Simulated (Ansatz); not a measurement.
CH₄Cl₂OSeSi, SMILES `CO[Si](Cl)(Cl)[SeH]`, relaxed with RKS PBE0-D4/def2-TZVP in the Gaussian-basis code of Ansatz from a GFN2-xTB geometry. The force threshold is 0.005 eV/Å; the program also tests the step.

The species carries charge 0 and has multiplicity 1.

Start:

```xyz
10

C    -0.107   -1.409    0.976
O     0.225   -0.965   -0.314
Si    0.038    0.494   -0.967
Cl   -1.891    0.849   -1.463
Cl    1.177    0.409   -2.607
Se    0.735    2.019    0.592
H    -1.192   -1.484    1.084
H     0.345   -2.390    1.112
H     0.282   -0.720    1.731
H     0.387    3.198   -0.144
```

(1) How much energy does the relaxation release, and in how many steps? (An estimate is asked.)

(2) Which bonds change most? (Estimate.)

(3) Give the relaxed structure. (Estimate.)

Answers

(1) Ansatz gave: 0.10 eV, in 12 steps.

(2) Computed: Se6–H10 from 1.433 to 1.468 Å; Si3–Cl5 from 1.998 to 2.029 Å; Si3–Se6 from 2.289 to 2.261 Å; Si3–Cl4 from 2.023 to 2.046 Å.

(3) Ansatz gave: 
```xyz
10

C    -0.154   -1.411    0.963
O     0.434   -0.947   -0.240
Si    0.177    0.498   -0.916
Cl   -1.818    0.836   -1.211
Cl    1.081    0.438   -2.731
Se    1.027    2.093    0.442
H    -1.232   -1.541    0.840
H     0.299   -2.374    1.199
H     0.030   -0.716    1.787
H     0.155    3.124   -0.134
```
